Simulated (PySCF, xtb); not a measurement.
C8H6N2Se, SMILES c1(cncnc1)-c1[se]ccc1.

GFN2-xTB in xtb 6.7.1 at its own geometry gives an orbital gap of 2.26 eV and a dipole moment of 3.09 D.

Geometry: B3LYP-D3(BJ)/def2-SVP. The structure was generated by enumeration, and PubChem lists no compound with its InChIKey, so it may never have been made. Other conformers were not sampled.

Problem. What does PBE/def2-SVP (PySCF) give? (An estimate is asked for; the answer gives what the named calculation found.)

Solution. gap 3.08 eV (levels -5.60 and -2.52 eV), dipole 2.87 D.
